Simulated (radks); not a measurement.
Results of a calculation; reference values are marked as such.
Q: The calcium ion Ca8+ is in [Ne] 3s2. Level of theory: scalar-relativistic Kohn-Sham, BLYP, spin-polarised, spherical densities, finite nucleus; Fermi nuclear charge, rms radius of each element as measured or else 0.836 A^(1/3) + 0.57 fm (a radial shooting solver on a logarithmic mesh with Libxc functionals). Open shells are filled with parallel spins first. One electron is removed from 1s, 2p, 3s, 2s in turn, with full relaxation. Which removal costs least, and what does each cost?

A: 3s 188.63 eV; 2p 529.57 eV; 2s 604.30 eV; 1s 4230.8 eV. The 3s electron leaves first.
